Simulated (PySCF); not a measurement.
Species: C₅H₆BrF.
Cartesian coordinates in Å at the PBE0-D3(BJ)/def2-SVP level; atoms count from 1:
```xyz
13
C5H6BrF angstrom
C      1.4060    0.6479   -0.3586
C      0.5781   -0.3386    0.0067
Br     1.3389   -2.0338    0.4137
C     -0.8839   -0.2129    0.1197
C     -1.7053   -1.2400    0.3832
C     -1.4556    1.1736   -0.0154
F     -1.1927    1.7286   -1.2476
H      2.4849    0.4980   -0.4107
H      1.0027    1.6201   -0.6469
H     -2.7845   -1.0826    0.4502
H     -1.3273   -2.2516    0.5424
H     -1.0237    1.8391    0.7526
H     -2.5471    1.1376    0.1236
```

All values: wB97X-D/def2-SVPD (PySCF, non-relativistic), on one gas-phase PBE0-D3(BJ)/def2-SVP geometry that isn't relaxed in the solvent. The solvent is an IEF-PCM continuum (Bondi radii, 1.10 Å for H, scaled by 1.2), and excitations are vertical TDDFT with non-equilibrium linear response and a frozen core. Specific hydrogen bonds and non-electrostatic terms are outside this model. Spin–orbit coupling is left out although an atom past zinc is present.

```json
{"run": "gas", "E − E(gas) (kcal/mol)": "0.00", "HOMO (eV)": "-9.00", "HOMO–LUMO gap (eV)": "9.20", "dipole (D)": "1.62", "lowest singlet (eV)": "5.47", "static polarisability (au)": "84.9"}
{"run": "P", "E − E(gas) (kcal/mol)": "-4.13", "HOMO (eV)": "-8.95", "HOMO–LUMO gap (eV)": "9.28", "dipole (D)": "2.22", "lowest singlet (eV)": "5.45", "static polarisability (au)": "119.4"}
{"run": "Q", "E − E(gas) (kcal/mol)": "-3.43", "HOMO (eV)": "-8.95", "HOMO–LUMO gap (eV)": "9.27", "dipole (D)": "2.10", "lowest singlet (eV)": "5.42", "static polarisability (au)": "112.4"}
```

Problem. The runs were made in methanol and tetrahydrofuran. Which run belongs to which solvent?

Solution. P = methanol, Q = tetrahydrofuran. The dielectric constants are 7.426 (tetrahydrofuran), 32.61 (methanol), and the energy falls further as ε rises. The optical constants n² used for the excitations are 1.97, 1.77 in the same order. In this model the ground state sees the solvent through ε alone.

Problem. How constant is the ratio of the lowering to (ε − 1)/(2ε + 1)?

Solution. 
| solvent | (ε − 1)/(2ε + 1) | E − E(gas) (kcal/mol) | ratio (kcal/mol) | polarisation term (kcal/mol) |
| --- | --- | --- | --- | --- |
| tetrahydrofuran | 0.405 | -3.43 | -8.4 | -3.87 |
| methanol | 0.477 | -4.13 | -8.7 | -4.79 |

The ratio changes by +2.5 % in size from tetrahydrofuran to methanol. The polarisation term is half the interaction of the solute with the induced surface charges.

Rough CPU time on one thread of a shared machine: about 60 s. This is the whole response run at wB97X-D/def2-SVPD in methanol, SCF included.

Note: wB97X-D ran without an empirical dispersion term, which enters the total energy and its gradient alone.
